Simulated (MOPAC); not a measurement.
MOPAC input (PM3):

```
PM3 1SCF UHF MS=0.5 GEO-OK AUX(PRECISION=9) THREADS=1
H3S2

S    -0.81280242 1   -0.12519103 1    0.56065771 1
S     0.89726807 1    0.12289137 1   -0.59284163 1
H    -1.70325745 1   -0.52859580 1   -0.37989177 1
H     1.63475489 1   -0.58119172 1    0.29133482 1
H    -1.28294775 1    1.14658208 1    0.60349966 1
```

Q: What heat of formation does the run end on, and which ionisation energy by Koopmans theorem?

A: -2.96 kcal/mol; 8.69 eV.
